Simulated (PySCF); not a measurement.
Where the electron goes

Species: C6H5N3.
Geometry (PBE0-D3(BJ)/def2-SVP, Å), atoms numbered from 1 in this order:
```
atom  x, y, z in Å
N1     3.3233   -1.8495   -0.2539
C2     2.3840   -1.1812   -0.1362
C3     1.2246   -0.3493    0.0106
C4     1.3669    1.0317    0.2214
C5     0.1969    1.7702    0.3556
N6    -1.0247    1.2536    0.2987
C7    -1.1604   -0.0605    0.0929
N8    -2.4312   -0.5360    0.0066
C9    -0.0458   -0.9134   -0.0582
H10    2.3496    1.4983    0.2790
H11    0.2537    2.8516    0.5237
H12   -2.6126   -1.5262    0.0583
H13   -3.1730    0.1013    0.2606
H14   -0.1707   -1.9834   -0.2291
```

The calculation used PySCF 2.14.0, density-fitted response routines, TDDFT PBE0/def2-SVPD, vertical, gas phase, core orbitals frozen in the response.

Kohn–Sham orbitals with the atoms that hold most of them (Löwdin shares over 4%, at most four atoms; ? is withheld):

```csv
orbital,ε (eV),atoms
LUMO+2,0.44,"H12 19%, H14 13%, C9 13%, N8 12%"
LUMO+1,-0.61,"C5 19%, C4 19%, C7 18%, C9 10%"
LUMO,-1.91,?
HOMO,?,"N8 28%, C4 19%, C9 14%, C7 10%"
HOMO-1,-8.06,?
HOMO-2,-8.48,"N1 19%, C3 18%, N6 17%, C9 16%"
HOMO-3,-9.66,"N8 26%, C5 17%, C4 13%, N6 10%"
```

Give the leading atoms of the HOMO-1.

N6 (bonded to 2 C) 60%; C5 (bonded to C, N and H) 11%; C7 (bonded to C and 2 N) 9%; C4 (bonded to 2 C and H) 5%. By element: nitrogen 60% or more, carbon 26% or more.

Which atoms hold the LUMO, and with what shares?

C3 (bonded to 3 C) 19%; N6 (bonded to 2 C) 15%; C9 (bonded to 2 C and H) 15%; N1 (bonded to C) 13%. By element: carbon 34% or more, nitrogen 28% or more.

What is the HOMO energy, and the HOMO–LUMO gap?

ε(HOMO) = -6.88 eV; the gap is 4.97 eV (0.1826 hartree).

The HOMO–LUMO gap is 4.97 eV. Where does the response calculation put the lowest singlet, and from which orbitals?

S1 is at 4.16 eV (f = 0.066), 0.81 eV below the gap, made of HOMO→LUMO (95%). Without the coupling terms of the response equations the lowest excitation would equal the gap.

Give energy, strength and leading configuration of S1, S2, S3 and S4, and follow the Löwdin shares of the leading atoms from the occupied to the empty orbital.

- S1 (4.16 eV, f 0.066), HOMO→LUMO (95%): N8 28% → at most 13%, C4 19% → at most 13%, C3 at most 10% → 19%, N6 at most 10% → 15%
- S2 (4.65 eV, f 0.0021), HOMO-1→LUMO (98%): N6 60% → 15%, C5 11% → at most 13%, C3 at most 6% → 19%
- S3 (5.58 eV, f 0.070), HOMO→LUMO+1 (75%): N8 28% → at most 11%, C4 19% → 19%, C5 at most 10% → 19%
- S4 (5.73 eV, f 0.0002), HOMO-1→LUMO+1 (98%): N6 60% → at most 11%, C5 11% → 19%, C4 5% → 19%

Löwdin shares depend on the basis, the more so with diffuse functions.

Hardware: an Arm Neoverse V1 with one thread, no GPU (shared host). Cost: 3.1 min.
